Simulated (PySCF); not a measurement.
Structure problem from calculated spectra and properties.

Formula: C5H10O2.

| Property | Result |
| --- | --- |
| Dipole | 2.45 D [PBE0/pcSseg-1] |
| 1H NMR | chemical shifts (computed TMS as zero) by class: 6.62 (1 H), 5.62 (1 H), 5.52 (1 H), 4.38 (1 H), 3.70 (1 H), 3.50 (3 H), 3.29 (1 H), 1.55 (1 H) ppm [GIAO PBE0/pcSseg-1] |
| Rotational structure | rotational constants A, B, C: 2.908, 2.322, 1.493 GHz [GFN2-xTB] |
| NMR, other nuclei | isotropic shieldings of nuclei other than C and H, by class: 299 (1 O), 321 (1 O) ppm [GIAO PBE0/pcSseg-1] |
| 13C NMR | chemical shifts (computed TMS as zero) by class: 147.0 (1 C), 125.3 (1 C), 89.3 (1 C), 71.5 (1 C), 58.5 (1 C) ppm [GIAO PBE0/pcSseg-1] |

Electronic properties: PySCF, gas phase, density fitting. Levels stand in brackets. The structure is a single GFN2-xTB conformer in the gas phase; no vibrational or solvent corrections. NMR classes are plain means over equivalent atoms (diastereotopic ones count apart unless rotation or inversion swaps them), as if these changed places fast.

Q: What is the compound? Reason from the data.

A: Numbering: `[CH2:1]=[CH:2][C@@H:3]([CH2:4][OH:5])[O:6][CH3:7]`. Its formula, C5H10O2, gives 1 degree of unsaturation: 0 rings and 1 π bond in the structure found. 5 carbons fall into 5 classes; from least to most shielded: alkene CH carbon [C2] (147.0 ppm), terminal =CH2 carbon [C1] (125.3 ppm), sp3 carbon bound to oxygen [C3] (89.3 ppm), carbinol carbon (C–OH) [C4] (71.5 ppm), methoxy carbon [C7] (58.5 ppm). Hydrogen classes from least to most shielded: 1 H on an alkene CH carbon, C2 (6.62 ppm), 1 H on a terminal =CH2 carbon, C1 (5.62 ppm), 1 H on a terminal =CH2 carbon, C1 (5.52 ppm), 1 H on a carbinol carbon (C–OH), C4 (4.38 ppm), 1 H on a carbinol carbon (C–OH), C4 (3.70 ppm), 3 H on a methoxy carbon, C7 (3.50 ppm, a mean of values up to 0.8 ppm apart in this geometry), 1 H on an sp3 carbon bound to oxygen, C3 (3.29 ppm), 1 H on an alcohol oxygen, O5 (1.55 ppm). The other shieldings belong to: 299 ppm, ether oxygen [O6]; 321 ppm, alcohol oxygen [O5]. The optimised geometry has point group C1 and is an asymmetric top. Structure: `C=C[C@@H](CO)OC`. Computed isomers that give other values at the same levels: `C=C(CCO)OC` (13C chemical shifts (computed TMS as zero) by class: 175.3 (1 C), 84.5 (1 C), 69.4 (1 C), 55.9 (1 C), 43.6 (1 C) ppm); `CC(=O)OC(C)C` (rotational constant A: 4.790 GHz; this holds for the one conformer computed); `CC(C)COC=O` (rotational constant A: 4.700 GHz; this holds for the one conformer computed). The assignments are read from this structure; whether some other isomer fits the data as well wasn't checked. The mirror image fits equally.

The values belong to the conformer `[CH2:1]=[CH:2][C@@H:3]([CH2:4][OH:5])[O:6][CH3:7]`: C1–C2–C3–C4 121°, C2–C3–C4–O5 63°, C2–C3–O6–C7 68°, H–O5–C4–C3 50°.
